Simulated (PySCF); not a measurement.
Geometries of 2 isomers of C3H8OSi2, from PBE0-D3(BJ)/def2-SVP geometry optimisation, gas phase in PySCF. One conformer each, no zero-point energy, no frequencies.

**Question.** Which is lower in electronic energy at this level?
A.
```xyz
14
angstrom
C     -2.384   -0.393    0.776
O     -2.042    0.715   -0.013
Si    -0.732    0.770   -1.028
C      0.808    0.362   -0.104
C      1.822    0.070    0.519
Si     3.346   -0.355    1.451
H     -1.554   -0.699    1.438
H     -3.244   -0.122    1.406
H     -2.672   -1.264    0.159
H     -0.658    2.156   -1.551
H     -0.857   -0.222   -2.137
H      3.053   -0.322    2.913
H      3.800   -1.722    1.064
H      4.413    0.635    1.130
```
B.
```xyz
14
angstrom
C      2.345    1.773    0.823
C      1.594    0.597    0.430
C      0.962   -0.394    0.104
Si    -0.006   -1.861   -0.397
O     -1.626   -1.506   -0.351
Si    -2.647   -0.203   -0.214
H      2.741    2.303   -0.058
H      1.709    2.475    1.384
H      3.196    1.499    1.466
H      0.262   -2.986    0.539
H      0.374   -2.251   -1.783
H     -2.372    0.801   -1.285
H     -2.489    0.455    1.118
H     -4.044   -0.702   -0.355
```

**Answer.** B. That is `C([SiH2]O[SiH3])#CC`, 32.7 kcal/mol below the other.

```json
{"SMILES": "CC#C[SiH2]O[SiH3]", "atoms numbered as above": "[CH3:1][C:2]#[C:3][SiH2:4][O:5][SiH3:6]", "E (Eh)": "-772.56834", "relative (kcal/mol)": "0.0", "relative (kJ/mol)": "0.0", "dipole (D)": "2.38"}
{"SMILES": "CO[SiH2]C#C[SiH3]", "atoms numbered as above": "[CH3:1][O:2][SiH2:3][C:4]#[C:5][SiH3:6]", "E (Eh)": "-772.51619", "relative (kcal/mol)": "32.7", "relative (kJ/mol)": "136.9", "dipole (D)": "1.22"}
```
